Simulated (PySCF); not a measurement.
Molecule: SMILES CCCS(=O)(=O)O, C$_{3}$H$_{8}$O$_{3}$S.

Molfile (atoms numbered from 1):
```
C3H8O3S
     RDKit          3D

 15 14  0  0  0  0  0  0  0  0999 V2000
   -1.7857    0.5970   -0.0698 C   0  0  0  0  0  0  0  0  0  0  0  0
   -0.9921   -0.6952    0.0446 C   0  0  0  0  0  0  0  0  0  0  0  0
    0.4234   -0.6328   -0.5129 C   0  0  0  0  0  0  0  0  0  0  0  0
    1.4667    0.4591    0.4417 S   0  0  0  0  0  6  0  0  0  0  0  0
    1.1717    1.8353    0.1091 O   0  0  0  0  0  0  0  0  0  0  0  0
    1.4930   -0.0051    1.8208 O   0  0  0  0  0  0  0  0  0  0  0  0
    2.9266    0.1189   -0.1955 O   0  0  0  0  0  0  0  0  0  0  0  0
   -1.8404    0.9417   -1.1143 H   0  0  0  0  0  0  0  0  0  0  0  0
   -1.3306    1.4071    0.5171 H   0  0  0  0  0  0  0  0  0  0  0  0
   -2.8137    0.4492    0.2913 H   0  0  0  0  0  0  0  0  0  0  0  0
   -1.5080   -1.5064   -0.4949 H   0  0  0  0  0  0  0  0  0  0  0  0
   -0.9315   -1.0163    1.0974 H   0  0  0  0  0  0  0  0  0  0  0  0
    0.4657   -0.2558   -1.5459 H   0  0  0  0  0  0  0  0  0  0  0  0
    0.9209   -1.6122   -0.4689 H   0  0  0  0  0  0  0  0  0  0  0  0
    3.4218   -0.3596    0.4872 H   0  0  0  0  0  0  0  0  0  0  0  0
  1  2  1  0
  2  3  1  0
  3  4  1  0
  4  5  2  0
  4  6  2  0
  4  7  1  0
  1  8  1  0
  1  9  1  0
  1 10  1  0
  2 11  1  0
  2 12  1  0
  3 13  1  0
  3 14  1  0
  7 15  1  0
M  END
```

Geometry PBE0-D3(BJ)/def2-SVP throughout; GIAO in PySCF 2.14, gas phase, one conformer, non-relativistic; equivalent atoms averaged; functional PBE0.

For orientation, def2-SVP gives these shifts δ (against TMS, CS2, H2O at the same level): C3 57.1, C2 17.3, C1 12.2, S4 329.4, O5/O6 230.9, H13/H14 2.73, H11/H12 1.64, H8/H9/H10 1.02, H15 3.88 ppm.

A run gave: C3 58.9, C2 20.6, C1 12.9, S4 308.9, O5/O6 222.0, H13/H14 3.20, H11/H12 1.97, H8/H9/H10 1.20, H15 4.42 ppm (shifts δ (against TMS, CS2, H2O at the same level)).

Q: Which basis set was used in that run?
A. aug-cc-pVDZ
B. def2-TZVP
C. pcSseg-1
D. 6-31G*

A: A. O5/O6 tells them apart best: aug-cc-pVDZ gives 222.0, def2-TZVP gives 246.5, pcSseg-1 gives 249.2, 6-31G* gives 205.4 ppm.
